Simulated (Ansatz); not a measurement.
Mulliken charges of `C[Si](F)I` radical from PBE/def2-TZVPP in Ansatz (PBE0-D4/def2-TZVP geometry).

```json
{"atom": "C1", "x (Å)": "0.100", "y (Å)": "0.868", "z (Å)": "-0.070", "charge (e)": "-0.356"}
{"atom": "Si2", "x (Å)": "0.348", "y (Å)": "-0.951", "z (Å)": "-0.396", "charge (e)": "0.386"}
{"atom": "F3", "x (Å)": "1.257", "y (Å)": "-1.536", "z (Å)": "0.788", "charge (e)": "-0.255"}
{"atom": "I4", "x (Å)": "-1.795", "y (Å)": "-2.137", "z (Å)": "-0.366", "charge (e)": "-0.140"}
{"atom": "H5", "x (Å)": "-0.551", "y (Å)": "1.302", "z (Å)": "-0.830", "charge (e)": "0.122"}
{"atom": "H6", "x (Å)": "-0.361", "y (Å)": "1.001", "z (Å)": "0.913", "charge (e)": "0.122"}
{"atom": "H7", "x (Å)": "1.063", "y (Å)": "1.384", "z (Å)": "-0.085", "charge (e)": "0.121"}
```

Question: By hand: the dipole of these point charges (1 e Å = 4.8032 D).

Answer: Σ q r = (0.047, 0.463, -0.278) e Å, of length 0.542 e Å = 2.60 D.

Question: How does the dipole of the full density compare? (Estimate.)

Answer: Ansatz gave: (0.017, 0.397, -0.091) e Å, 1.96 D; the point charges give 1.33 times that, at 18° from its direction.

Point charges leave out the atoms' own dipoles, such as those of lone pairs, and Mulliken's split depends on the basis, so the two needn't agree.
